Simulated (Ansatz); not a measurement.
`C=[C]([SiH3])[GaH2]` → `C=[CH][GaH2]` + `[SiH2]` at 298.15 K and 1 bar (silylene formation by 1,1-elimination).

Isolated molecules relaxed with PBE0-D4/def2-TZVP in Ansatz; ΔE leaves out vibrations. CCSD(T)/CBS adds triple-zeta CCSD(T) − MP2 to the extrapolated MP2 energy (def2 sets, frozen cores). This one scheme is used for every species. For Ga outer-core shells are correlated without core-valence functions, which leaves a few kJ/mol of doubt a bond. Scalar relativity is left out up to krypton.

```tsv
species	CCSD(T)/CBS energy (Eh)	H − E (kJ/mol)	S (J/(mol·K))
`C=[C]([SiH3])[GaH2]`	-2293.28821	206.0	352.8
`C=[CH][GaH2]`	-2003.00582	159.8	297.4
`[SiH2]`	-290.19011	40.6	207.5
```

H − E and S are ideal-gas, rigid-rotor, harmonic terms from PBE0-D4/def2-TZVP. 1 Eh = 2625.50 kJ/mol, R = 8.31446 J/(mol·K).

Q: By hand: ΔE, ΔH, ΔS and ΔG.

A: ΔE = (-2003.00582) + (-290.19011) − (-2293.28821) = 0.09228 Eh = 242.3 kJ/mol. Δ(H − E) = 159.8 + 40.6 − 206.0 = -5.6, so ΔH = 236.7 kJ/mol. ΔS = 297.4 + 207.5 − 352.8 = 152.1 J/(mol·K). ΔG = 236.7 − 298.15 × (152.1)/1000 = 191.4 kJ/mol.

Q: By hand: the equilibrium constant, and the temperature at which ΔG would vanish if ΔH and ΔS stayed fixed.

A: log₁₀ K = −ΔG/(RT ln 10) = -33.5. ΔG = 0 at ΔH/ΔS = 1556 K.

The number of gas molecules changes by +1, which sets the sign of ΔS. A doubt of 5 kJ/mol in ΔE shifts log₁₀ K by 0.9 here. These are equilibria of isolated gas molecules and say nothing of rates. Largest T1 diagnostic: 0.014 (customary marks: 0.02 for closed shells, 0.045 for open ones).
